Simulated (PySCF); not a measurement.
Mg(H)(SiH3) (H4MgSi), SMILES [SiH3][MgH].

The structure is a stationary point at TPSSh-D3(BJ)/def2-TZVP.

Level of theory: TPSSh-D3(BJ)/def2-TZVP (PySCF).

Frequencies are harmonic and unscaled.

Modes within 1.5 cm⁻¹ of each other (mostly degenerate sets) share a row, with their intensities summed.

Computed harmonic wavenumbers and intensities:
```csv
mode,ν (cm⁻¹),IR (km/mol),Raman (Å⁴/amu),depolarisation,moving atoms (share of kinetic energy)
1–2,271,335.8,0.7,0.75,H 95 %
3,340,9.8,47.7,0.14,"Mg 53 %, Si 41 %"
4–5,403,94.2,0.5,0.75,"H 84 %, Si 9 %"
6,871,277.5,25.9,0.03,"H 92 %, Si 8 %"
7–8,958,94.6,18.6,0.75,H 98 %
9,1618,324.8,368.4,0.13,H 96 %
10,2184,85.5,243.1,0.00,H 99 %
11–12,2188,221.8,306.2,0.75,H 96 %
```
